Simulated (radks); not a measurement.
The numbers below are computed, except where a source is named.
All-electron atom: La+ in [Xe] 5d2.

Level of theory: scalar-relativistic Kohn-Sham, BP86, spin-polarised, spherical densities, finite nucleus; open shells are filled with parallel spins first (spin-orbit coupling, left out, can overturn this in heavy ions); Fermi nuclear charge, rms radius 4.855 fm (a radial shooting solver on a logarithmic mesh with Libxc functionals).

Energy parts (eV):
total: -231135.17
kinetic: 244464.81
electron-nucleus: -559087.95
Hartree: 89050.91
exchange-correlation: -5562.94

Orbitals (lengths in bohr, moments of r in powers of bohr; r(90%) holds 90 % of the orbital's charge):
\begin{tabular}{lrrrr}
orbital & occ. & eigenvalue (eV) & <1/r> & r(90%) \\ \hline
1s up & 1 & -38758.47 & 62.01 & 0.0452 \\
1s down & 1 & -38758.48 & 62.01 & 0.0452 \\
2s up & 1 & -6173.087 & 14.28 & 0.166 \\
2s down & 1 & -6173.034 & 14.28 & 0.166 \\
2p up & 3 & -5533.506 & 13.55 & 0.153 \\
2p down & 3 & -5533.467 & 13.55 & 0.153 \\
3s up & 1 & -1323.324 & 5.171 & 0.419 \\
3s down & 1 & -1323.302 & 5.171 & 0.419 \\
3p up & 3 & -1119.046 & 4.901 & 0.424 \\
3p down & 3 & -1119.021 & 4.901 & 0.424 \\
3d up & 5 & -825.3787 & 4.647 & 0.407 \\
3d down & 5 & -825.3377 & 4.647 & 0.407 \\
4s up & 1 & -270.1967 & 2.151 & 0.939 \\
4s down & 1 & -270.1196 & 2.151 & 0.939 \\
4p up & 3 & -203.7570 & 1.984 & 1.01 \\
4p down & 3 & -203.6884 & 1.984 & 1.01 \\
4d up & 5 & -107.6052 & 1.724 & 1.15 \\
4d down & 5 & -107.5379 & 1.724 & 1.15 \\
4f up & 0 & -8.2895 & 1.127 & 2.13 \\
4f down & 0 & -8.0003 & 1.144 & 2.04 \\
5s up & 1 & -43.0094 & 0.8443 & 2.25 \\
5s down & 1 & -42.4617 & 0.8508 & 2.24 \\
5p up & 3 & -26.7017 & 0.7164 & 2.67 \\
5p down & 3 & -25.9197 & 0.7246 & 2.64 \\
5d up & 2 & -7.7167 & 0.4513 & 4.43 \\
5d down & 0 & -6.6123 & 0.4483 & 4.59 \\
6s up & 0 & -7.9141 & 0.3114 & 5.85 \\
\end{tabular}

The highest occupied level is 5d up at -7.717 eV. The configuration is held as typed, so some empty levels lie below it. The electron density at the nucleus is 3.65e+05 e/bohr^3 (large components only).
